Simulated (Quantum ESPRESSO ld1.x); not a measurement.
Question: All-electron atom: La16+ in [Kr] 4d5. Calculated with ld1.x of Quantum ESPRESSO 7.5: Dirac Kohn-Sham, exchange-only B88, spin-unpolarised, spherical densities, point nucleus; open shells are shared between the two j in proportion to 2j + 1. Some entries of the table are withheld. Estimate them.

orbital  occ.  eigenvalue (eV)  <1/r> (bohr^-1)  r(max) (bohr)
1s1/2       2         -39085.4            62.03          0.016
2s1/2       2              (1)            14.60            (2)
2p1/2       2         -6170.78            14.58          0.070
2p3/2       4         -5757.19            13.25          0.075
3s1/2       2              (3)            5.274          0.260
3p1/2       2         -1516.42            5.188          0.246
3p3/2       4         -1435.10            4.859          0.258
3d3/2       4         -1178.49            4.726          0.208
3d5/2       6         -1160.99            4.642          0.211
4s1/2       2         -583.813            2.276          0.598
4p1/2       2              (4)            2.191          0.602
4p3/2       4              (5)            2.089          0.627
4d3/2       2         -415.108            1.929          0.632
4d5/2       3         -411.339            1.905          0.642
4f5/2       0              (6)            1.633          0.602
4f7/2       0              (7)            1.626          0.607
5s1/2       0         -284.386            1.170           1.18
5p1/2       0         -261.920            1.121           1.23
5p3/2       0         -255.437            1.084           1.27
5d3/2       0         -218.541           0.9992           1.36
5d5/2       0         -217.255           0.9910           1.37

Answer: 
(1) 2s1/2 eigenvalue (eV): -6520.35
(2) 2s1/2 r(max) (bohr): 0.091
(3) 3s1/2 eigenvalue (eV): -1663.47
(4) 4p1/2 eigenvalue (eV): -527.828
(5) 4p3/2 eigenvalue (eV): -508.275
(6) 4f5/2 eigenvalue (eV): -302.639
(7) 4f7/2 eigenvalue (eV): -301.993
